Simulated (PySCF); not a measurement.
# Core-level binding energies of (OH)3Si-NH-SiH3

Species: (OH)3Si-NH-SiH3.
Geometry (PBE0-D3(BJ)/def2-SVP, Å), atoms numbered from 1 in this order:
```xyz
13
H7NO3Si2 angstrom
Si     0.197   -0.789   -0.662
O     -0.743   -1.518    0.494
O     -0.671   -0.906   -2.063
O      1.650   -1.503   -0.974
N      0.541    0.789   -0.080
Si    -0.291    1.605    1.213
H     -0.371   -1.573    1.379
H     -1.623   -0.809   -1.980
H      1.614   -2.213   -1.622
H      1.328    1.275   -0.500
H     -0.141    0.895    2.525
H      0.298    2.970    1.345
H     -1.758    1.726    0.948
```

Method used: delta-SCF UKS SCAN, pcX-2 on the ionised atom, pcseg-1 elsewhere, spin-free X2C (PySCF 2.14.0). These are vertical core ionisation energies against the vacuum level, from separate self-consistent calculations with and without the core hole.

Give the core binding energies atom by atom.

```tsv
atom(s)	environment	level	binding energy (eV)	2p1/2 (eV)	above the level's lowest (eV)	count
Si6	silicon bonded to N and 3 H	Si 2p3/2	107.22	107.85	0.00	1
Si1	silicon bonded to N and 3 O	Si 2p3/2	108.24	108.87	+1.02	1
N5	nitrogen bonded to 2 Si and H	N 1s	404.39	–	0.00	1
O2/O3/O4	oxygen bonded to Si and H	O 1s	538.75	–	0.00	3
Si6	silicon bonded to N and 3 H	Si 1s	1847.09	–	0.00	1
Si1	silicon bonded to N and 3 O	Si 1s	1848.55	–	+1.46	1
```

Lowest listed Si 1s: Si6, bonded to N and 3 H. Highest, 1.46 eV above it: Si1, bonded to 3 O and N.

The listed Si 2p3/2 values span 1.02 eV, from Si6 (bonded to N and 3 H) to Si1 (bonded to 3 O and N).

What is the longest wavelength that can ionise Si 1s of Si1 vertically?

λ = hc/E = 12398.42 eV Å / 1848.55 eV = 6.707 Å.

Give the binding energy of Si 1s of Si1 in hartree and in kJ/mol.

1848.55 eV = 67.9330 Eh = 178358 kJ/mol.

Topologically equivalent atoms share the value of their first member; where this conformer doesn't relate them by symmetry, their own values could differ. The 2p values add to the ΔSCF energy of one spin-free hole a correction within the shell (spin–orbit coupling, ligand field). 2p1/2 minus 2p3/2 (ligand field included): Si 0.62 eV. One conformer (not necessarily the lowest) at the PBE0-D3(BJ)/def2-SVP geometry, without solvent, vibrations or thermal averaging.

The run took 47 s wall on one thread of an Intel Xeon Platinum 8259CL at 2.50 GHz, shared host with 96 logical CPUs at a one-minute load of 23, and the process peaked at 0.58 GiB of memory.
